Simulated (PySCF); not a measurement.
Two-dimensional NMR puzzle

Compound of formula C$_{5}$H$_{8}$F$_{2}$O$_{2}$Si. Correlations simulated from computed shifts and the bond graph:

HSQC (one-bond C–H):
| δH | δC |
| --- | --- |
| 7.32 | 120.5 |
| 5.96 | 124.0 |
| 5.59 | 124.0 |
| 3.47 | 42.3 |

COSY cross peaks (H two or three bonds apart, from the bond graph; peaks can be absent where the dihedral angle is near 90°):
| δH | δH |
| --- | --- |
| 5.96 | 5.59 |

HMBC (two and three bonds, from the bond graph):
| δH | δC |
| --- | --- |
| 7.32 | 147.2, 124.0, 42.3 |
| 5.96 | 147.2, 120.5, 42.3 |
| 5.59 | 147.2, 120.5, 42.3 |
| 4.85 | 178.7 |
| 3.47 | 178.7, 147.2, 124.0, 120.5 |

Carbons without hydrogens: δ 178.7, 147.2.

[PySCF 2.14: σ from GIAO-PBE0/pcSseg-1; geometry: GFN2-xTB; isolated molecule; relativity neglected; one averaged value for each set of equivalent atoms; one computed conformer]

References, each an isolated molecule treated in the same way: TMS for ¹H (31.72 ppm) and ¹³C (186.93 ppm).

Exchangeable hydrogens are left out of these lists.

Q: Assemble the structure.

A: `C=C(CC(=O)O[SiH3])C(F)F`.

Numbering as in the mapped SMILES `[CH2:1]=[C:2]([CH2:3][C:4](=[O:5])[O:6][SiH3:7])[CH:8]([F:9])[F:10]`; H(Xn) means a hydrogen on atom n. Ha(C1) is cis to C3; Hb(C1) is trans to C3.

1. δC 178.7 is C4, a carbonyl carbon.
2. δC 147.2 is C2, a fully substituted alkene carbon.
3. δC 124.0 is C1, a terminal =CH2 carbon (δH 5.96, 5.59).
4. δC 120.5 is C8, an allylic sp3 CH bonded to 2 F (δH 7.32).
5. δC 42.3 is C3, an sp3 CH2 α to a carbonyl (δH 3.47).
6. HMBC from δH 7.32 reaches the proton-free carbon C2.
7. HMBC from δH 5.96 reaches the proton-free carbon C2.
8. HMBC from δH 5.59 reaches the proton-free carbon C2.
9. HMBC from δH 4.85 reaches the proton-free carbon C4.
10. COSY links 5.96–5.59.

This is the structure that produced the data.

Shifts are as computed. Against solution values, carbons near 30 ppm lie about +3 ppm off and those near 130 ppm about +5 ppm. Of 1309 compounds with measured shifts, 239 miss one by over three times the rms of a fit or turn the order of signals round; such compounds aren't used in these exercises.
